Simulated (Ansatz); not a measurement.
`NC(Cl)=[Se]` + H₂ → `ClC=[Se]` + NH₃ at 500 K and 1 bar (hydrogenolysis of a C–N bond).

Program: Ansatz. Geometries: PBE0-D4/def2-TZVP. ΔE: electronic, gas phase. CCSD(T)/CBS is the MP2 limit (def2-TZVPP, def2-QZVPP) plus CCSD(T) − MP2 in def2-TZVPP, frozen cores. This one scheme is used for every species. For Se outer-core shells are correlated without core-valence functions, which leaves a few kJ/mol of doubt a bond. Scalar relativity is left out up to krypton. Each species was taken in one conformer, which may not be the lowest.

| species | CCSD(T)/CBS energy (Eh) | H − E (kJ/mol) | S (J/(mol·K)) |
| --- | --- | --- | --- |
| `NC(Cl)=[Se]` | -2954.42713 | 121.0 | 349.6 |
| H₂ | -1.17544 | 41.0 | 145.5 |
| `ClC=[Se]` | -2899.09740 | 65.8 | 310.3 |
| NH₃ | -56.50880 | 108.2 | 211.8 |

H − E and S are ideal-gas, rigid-rotor, harmonic terms from PBE0-D4/def2-TZVP, for one conformer and one mirror image of each species. The MP2-based limit puts H₂ 0.8 mEh under its directly extrapolated value; such offsets cancel only in part. 1 Eh = 2625.50 kJ/mol, R = 8.31446 J/(mol·K).

Question: By hand: ΔE, ΔH, ΔS and ΔG.

Answer: ΔE = (-2899.09740) + (-56.50880) − (-2954.42713) − (-1.17544) = -0.00363 Eh = -9.5 kJ/mol. Δ(H − E) = 65.8 + 108.2 − 121.0 − 41.0 = 12.0, so ΔH = 2.5 kJ/mol. ΔS = 310.3 + 211.8 − 349.6 − 145.5 = 27.0 J/(mol·K). ΔG = 2.5 − 500 × (27.0)/1000 = -11.0 kJ/mol.

Question: By hand: the equilibrium constant, and the temperature at which ΔG would vanish if ΔH and ΔS stayed fixed.

Answer: log₁₀ K = −ΔG/(RT ln 10) = 1.1. ΔG = 0 at ΔH/ΔS = 93 K, though so small a ΔH makes that figure unsure.

TΔS isn't small against ΔH here. A doubt of 5 kJ/mol in ΔE shifts log₁₀ K by 0.5 here. Other conformers and mirror images would add mixing entropy, several J/(mol·K) or more a flexible species. These are equilibria of isolated gas molecules and say nothing of rates. Largest T1 diagnostic: 0.016 (customary marks: 0.02 for closed shells, 0.045 for open ones).
